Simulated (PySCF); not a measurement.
**Property card for 2-methyltetrahydrothiophen-3-one, `C[C@H]1SCCC1=O`**

2-methyltetrahydrothiophen-3-one, C5H8OS.
SMILES with atom numbers: `[CH3:1][C@H:2]1[S:3][CH2:4][CH2:5][C:6]1=[O:7]` (hydrogens: H8, H9, H10 on C1; H11 on C2; H12, H13 on C4; H14, H15 on C5)

Structural features include: ketone and sulfide.

**GFN2-xTB geometry**

| Item | Value |
| --- | --- |
| Point group of the GFN2-xTB geometry | C1 |
| Rotational constants A, B, C of the GFN2-xTB geometry | 3.074, 2.226, 1.514 GHz |

B3LYP/def2-SVPD ground state and vertical TDDFT (core frozen in the response) (PySCF):

| Property | Result |
| --- | --- |
| Dipole moment | 1.82 D |
| HOMO energy | -6.45 eV |
| LUMO energy | -1.26 eV |
| HOMO–LUMO gap | 5.19 eV |
| Lowest singlet excitation | 4.10 eV (303 nm, f = 0.002) |
| Strongest line among the 8 lowest singlet transitions | S4 at 5.89 eV (211 nm, f = 0.025) |
| Lowest triplet excitation (Tamm–Dancoff) | 3.70 eV |
| Static isotropic polarisability | 79.5 au |
| Electronic spatial extent ⟨r²⟩ about the centre of nuclear charge | 849 bohr² |

**PBE0/pcSseg-1 ground state and GIAO shieldings, non-relativistic (PySCF)**

| Property | Result |
| --- | --- |
| Lowest Hirshfeld atomic charge | -0.23 e on O7 |
| Highest Hirshfeld atomic charge | +0.17 e on C6 |
| 13C chemical shifts (computed TMS as zero) by class | 221.6 (C6), 50.5 (C2), 43.4 (C5), 29.9 (C4), 23.2 (C1) ppm |
| 1H chemical shifts (computed TMS as zero) by class | 3.26 (H11), 3.20 (H12), 2.74 (H13), 2.57 (H14), 2.50 (H15), 1.42 (H8/H9/H10) ppm |
| Isotropic shieldings of nuclei other than C and H, by class | -313 (O7), 485 (S3) ppm |
| Mayer bond orders between heavy atoms | C1–C2 0.97, C2–S3 1.02, S3–C4 0.97, C4–C5 1.01, C5–C6 0.99, C6–O7 2.04, C6–C2 0.90 |

Monoisotopic mass from the formula: 116.0296 u.

No computed singlet falls in the visible range (750 to 380 nm, 1.65 to 3.26 eV); S1 lies 0.84 eV above its blue end. With B = h/(8π²I), that is 505.379 GHz u Å² over I, the principal moments of inertia are 164.4, 227.1 and 333.7 u Å² (most abundant isotopes). The dipole equals about 6.1 × 10⁻³⁰ C·m (1 D = 3.33564 × 10⁻³⁰ C·m). In wavenumbers S1 is 33000 cm⁻¹ (1 eV = 8065.54 cm⁻¹). The largest Löwdin shares of the LUMO are 0.36 on C6, 0.29 on O7, 0.08 on C5 and 0.07 on C2.

Geometry: GFN2-xTB, one conformer, isolated molecule. NMR classes are plain means over equivalent atoms (diastereotopic ones count apart unless rotation or inversion swaps them), as if these changed places fast; in this geometry the members of some classes differ.
